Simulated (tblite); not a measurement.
H₁₄O₂Si₆.
Atom-mapped SMILES: `[OH:1][SiH2:2][Si@:3]([SiH3:4])([O:5][SiH3:6])[SiH2:7][SiH3:8]` (hydrogens: H9 on O1; H10, H11 on Si2; H12, H13, H14 on Si4; H15, H16, H17 on Si6; H18, H19 on Si7; H20, H21, H22 on Si8)

A start from a force field or distance geometry was refined with tblite, GFN2-xTB geometry optimisation, gas phase. Values at the start:

| coordinate | start |
| --- | --- |
| O1–Si2 | 1.721 Å |
| O1–H9 | 0.996 Å |
| Si2–Si3 | 2.234 Å |
| Si2–H10 | 1.449 Å |
| Si2–H11 | 1.481 Å |
| Si3–Si4 | 2.238 Å |
| Si3–O5 | 1.687 Å |
| Si3–Si7 | 2.205 Å |
| Si4–H12 | 1.460 Å |
| O5–Si6 | 1.713 Å |
| Si6–H15 | 1.475 Å |
| Si7–Si8 | 2.226 Å |
| Si7–H18 | 1.469 Å |
| Si7–H19 | 1.490 Å |
| Si8–H20 | 1.475 Å |
| O1–Si2–Si3 | 108.6° |
| Si2–Si3–Si4 | 104.8° |
| Si2–Si3–O5 | 113.4° |
| Si3–O5–Si6 | 109.5° |
| Si3–Si7–Si8 | 110.7° |
| Si4–Si3–O5 | 107.5° |
| Si4–Si3–Si7 | 107.8° |
| O5–Si3–Si7 | 109.1° |
| O1–Si2–Si3–Si4 | -71° |
| Si2–Si3–O5–Si6 | 124° |
| Si2–Si3–Si7–Si8 | 108° |

How do these coordinates change at the GFN2-xTB level?

```csv
coordinate,GFN2-xTB (Å or °),change
Si3–Si7,2.350,+0.145
O5–Si6,1.606,-0.107
Si3–Si4,2.344,+0.106
Si7–Si8,2.317,+0.091
Si2–Si3,2.323,+0.089
O1–Si2,1.637,-0.084
O1–H9,0.951,-0.045
Si3–O5,1.656,-0.031
Si2–H10,1.464,+0.015
Si6–H15,1.464,-0.011
Si4–H12,1.469,+0.009
Si7–H19,1.481,-0.009
Si7–H18,1.477,+0.008
Si8–H20,1.467,-0.008
Si2–H11,1.475,-0.006
Si3–O5–Si6,163.2,+53.7
Si2–Si3–O5,102.4,-11.0
Si2–Si3–Si4,115.2,+10.4
O5–Si3–Si7,102.4,-6.7
Si4–Si3–Si7,113.9,+6.1
Si3–Si7–Si8,116.6,+5.9
Si4–Si3–O5,105.7,-1.8
O1–Si2–Si3,107.1,-1.5
Si2–Si3–Si7–Si8,78,-30
Si2–Si3–O5–Si6,147,+23
O1–Si2–Si3–Si4,-72,-1
```

The energy falls by 187.6 kJ/mol over 103 L-BFGS steps, the largest force on an atom goes from 2.37 to 0.009 eV/Å, and the atoms move by 0.717 Å rms after alignment. The bond that changes most is Si3–Si7 (oxygen-bound silicon to SiH2 silicon), which lengthens by 0.145 Å. Bonds longer at the end by more than 0.005 Å: 10 of 21; shorter: 10. Among the dihedrals that turn most is H9–O1–Si2–Si3, from 27° to 70°. Rotational constants go from 713.0, 611.1, 427.1 to 635.3, 505.4, 408.2 MHz.

GFN2-xTB frequencies show an imaginary mode (28i cm⁻¹), so the point is no minimum at that level. 3 starts were optimised and ended at 0.00, 2.54 and 2.77 kcal/mol (GFN2-xTB); the lowest of these is shown.

These are computed values.
